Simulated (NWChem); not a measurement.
System: LaF2, doublet; SMILES [F][La][F]

Computed with NWChem. Spin-unrestricted. Medium grid unless said otherwise, to which SCAN and Minnesota functionals are sensitive. In the optimisation the excess spin sits in a" (Cs, its own frame). The geometry was optimised at PBE0/def2-SVP, spin-unrestricted. This spin state was assumed; another may lie lower. No stability test was run on the SCF state. def2 effective core potentials on La; no spin-orbit coupling.

**Question.** Order these by “highest occupied level (eV)”, lowest first: M05-2X/def2-SVP; PW6B95/def2-SVP; B3LYP/def2-SVP.

**Answer.** M05-2X/def2-SVP (-4.88), PW6B95/def2-SVP (-4.21), B3LYP/def2-SVP (-4.11)
